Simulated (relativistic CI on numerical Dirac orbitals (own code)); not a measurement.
**Radial parameters of Ce⁵¹⁺**

These numbers are calculated, not measured: Dirac-Coulomb-Breit CI, KLI orbitals optimised for each configuration, a model potential for QED, unscaled Slater integrals (own radial code, finite nucleus).

Slater integrals F^k, G^k are unscaled and averaged over j, outside the closed core 1s2; ζ comes from projecting the Hamiltonian with its Breit term on Σ l·s of the shell.

- 2s2.2p3: F^2(2p,2p) = 1.0775e+06, ζ(2p) = 2.5642e+06 cm⁻¹; <r>(2p) = 0.08792, <r^2>(2p) = 0.009382 (bohr units).
- 2s.2p4: F^2(2p,2p) = 1.0761e+06, G^1(2s,2p) = 1.1479e+06, ζ(2p) = 2.555e+06 cm⁻¹; <r>(2s) = 0.101, <r^2>(2s) = 0.01204, <r>(2p) = 0.08803, <r^2>(2p) = 0.009406 (bohr units).
- 2p5: ζ(2p) = 2.546e+06 cm⁻¹; <r>(2p) = 0.08818, <r^2>(2p) = 0.00944 (bohr units).

Averages of the first 10 configurations, taken without configuration mixing, which lowers the lowest level and can move excited configurations by several eV; other configurations of the list can lie among them:

```csv
Configuration,Parity,States,Average energy above the lowest level (eV)
2s2.2p3,odd,20,474.6
2s.2p4,even,30,1048.8
2p5,odd,6,1669.7
2p4.3s,even,30,7095.7
2p4.3p,odd,90,7258.6
2p4.3d,even,150,7403.8
2s2.2p2.3s,even,30,5960.1
2s2.2p2.3p,odd,90,6130.8
2s2.2p2.3d,even,150,6276.3
2s.2p3.3s,odd,80,6504.3
```
